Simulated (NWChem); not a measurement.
System: C2H4GeO2; SMILES [Ge@H]1([OH])[O]C=[CH]1

Input file for NWChem:

```
start job
memory heap 200 mb stack 900 mb global 1100 mb
geometry units angstroms noautoz
  O     -0.406522     1.794462    -0.718161
  Ge     0.081471     0.401474     0.283745
  C      0.997176    -1.137738    -0.436909
  C     -0.175394    -1.814968    -0.245907
  O     -1.192633    -1.050194     0.229551
  H     -0.467537     1.537248    -1.658049
  H      0.208272     0.996301     1.701100
  H      1.978967    -1.482880    -0.776850
  H     -0.401578    -2.885925    -0.416946
end
basis spherical
  * library 3-21g
end
dft
  xc xpbe96 cpbe96
  iterations 150
  mulliken
end
task dft energy
```

Excerpt of the output:

```
             Northwest Computational Chemistry Package (NWChem) 7.3.0
             --------------------------------------------------------

 C1  symmetry detected

                             Geometry "geometry" -> ""
                             -------------------------

 Output coordinates in angstroms (scale by  1.889725989 to convert to a.u.)

  No.       Tag          Charge          X              Y              Z
 ---- ---------------- ---------- -------------- -------------- --------------
    1 O                    8.0000    -0.22463576     1.82748641    -0.71076901
    2 Ge                  32.0000     0.10071767     0.40423739     0.31435329
    3 C                    6.0000     1.10643135    -1.12365638    -0.30298943
    4 C                    6.0000    -0.08487691    -1.79507197    -0.30831756
    5 O                    8.0000    -1.15807505    -1.03393931     0.03026418
    6 H                    1.0000    -0.14535020     1.59568554    -1.65588989
    7 H                    1.0000     0.01658123     0.96034700     1.75047864
    8 H                    1.0000     2.12635668    -1.46857021    -0.50144146
    9 H                    1.0000    -0.28819332    -2.85906571    -0.54057212

 Effective nuclear repulsion energy (a.u.)     368.6879891652

  pbe96 is a nonlocal functional; adding pw91lda local functional.

                                 NWChem DFT Module
                                 -----------------

 Summary of "ao basis" -> "ao basis" (spherical)
 ------------------------------------------------------------------------------
       Tag                 Description            Shells   Functions and Types
 ---------------- ------------------------------  ------  ---------------------
 O                           3-21g                   5        9   3s2p
 Ge                          3-21g                  10       22   5s4p1d
 C                           3-21g                   5        9   3s2p
 H                           3-21g                   2        2   2s

            General Information
            -------------------
          SCF calculation type: DFT
          Wavefunction type:  closed shell.
          No. of atoms     :     9
          No. of electrons :    64
           Alpha electrons :    32
            Beta electrons :    32
          Charge           :     0
          Spin multiplicity:     1
          Use of symmetry is: off; symmetry adaption is: off
          Maximum number of iterations: 150
          AO basis - number of functions:    66
                     number of shells:    38
          Convergence on energy requested:  1.00D-06
          Convergence on density requested:  1.00D-05
          Convergence on gradient requested:  5.00D-04

              XC Information
              --------------
          PerdewBurkeErnzerhof Exchange Functional  1.000
            Perdew 1991 LDA Correlation Functional  1.000 local
           PerdewBurkeErnz. Correlation Functional  1.000 non-local

             Grid Information
             ----------------
          Grid used for XC integration:  medium
          Radial quadrature: Mura-Knowles
          Angular quadrature: Lebedev.
          Tag              B.-S. Rad. Rad. Pts. Rad. Cut. Ang. Pts.
          ---              ---------- --------- --------- ---------
          O                   0.60       49          11.0       434
          Ge                  1.25      112           9.0       590
          C                   0.70       49          10.0       434
          H                   0.35       45          11.0       434
          Grid pruning is: on
          Number of quadrature shells:   488
          Spatial weights used:  Erf1

      Superposition of Atomic Density Guess
      -------------------------------------

 Sum of atomic energies:       -2290.93033377

      Non-variational initial energy
      ------------------------------

 Total energy =   -2292.906991
 1-e energy   =   -3927.820300
 2-e energy   =    1266.225320
 HOMO         =      -0.259420
 LUMO         =       0.037675

     ---------------------------------------------
      Total Density - Mulliken Population Analysis
     ---------------------------------------------

    Atom       Charge   Shell Charges
 -----------   ------   -------------------------------------------------------
    1 O    8     9.04   1.99  0.44  2.27  1.44  2.90
    2 Ge  32    30.36   2.00  2.00  5.99  2.00  5.94  0.70  0.95  0.42  0.39  9.96
    3 C    6     6.92   1.99  0.42  1.59  1.12  1.80
    4 C    6     5.65   1.99  0.42  1.28  0.86  1.10
    5 O    8     8.93   1.99  0.44  2.23  1.49  2.78
    6 H    1     0.49   0.31  0.17
    7 H    1     1.11   0.38  0.73
    8 H    1     0.73   0.40  0.33
    9 H    1     0.77   0.42  0.36

   convergence    iter        energy       DeltaE   RMS-Dens  Diis-err
 ---------------- ----- ----------------- --------- --------- ---------
 d= 0,ls=0.0,diis     1  -2294.0222081787 -2.66D+03  4.25D-02  1.28D+00
 d= 0,ls=0.0,diis     2  -2293.3342044401  6.88D-01  3.38D-02  7.90D+00
 d= 0,ls=0.0,diis     3  -2294.1274112720 -7.93D-01  1.31D-02  3.74D-01
 d= 0,ls=0.0,diis     4  -2294.1301186994 -2.71D-03  7.16D-03  3.55D-01
 d= 0,ls=0.0,diis     5  -2294.1756753064 -4.56D-02  1.93D-03  2.76D-02
  Resetting Diis
 d= 0,ls=0.0,diis     6  -2294.1786050450 -2.93D-03  5.27D-04  1.38D-03
 d= 0,ls=0.0,diis     7  -2294.1787123717 -1.07D-04  5.73D-04  2.44D-04
 d= 0,ls=0.0,diis     8  -2294.1786217025  9.07D-05  3.91D-04  9.15D-04
 d= 0,ls=0.0,diis     9  -2294.1787402332 -1.19D-04  1.19D-04  8.55D-05
 d= 0,ls=0.0,diis    10  -2294.1787513147 -1.11D-05  2.32D-05  4.52D-06
 d= 0,ls=0.0,diis    11  -2294.1787517876 -4.73D-07  6.16D-06  2.25D-07

         Total DFT energy =    -2294.178751787615
      One electron energy =    -3928.305305986087
           Coulomb energy =     1373.263769891761
    Exchange-Corr. energy =     -107.825204858519
 Nuclear repulsion energy =      368.687989165230

[...]
```

Level: PBE/3-21G. Coordinates come from a PBE-D3(BJ)/def2-SVP optimisation.
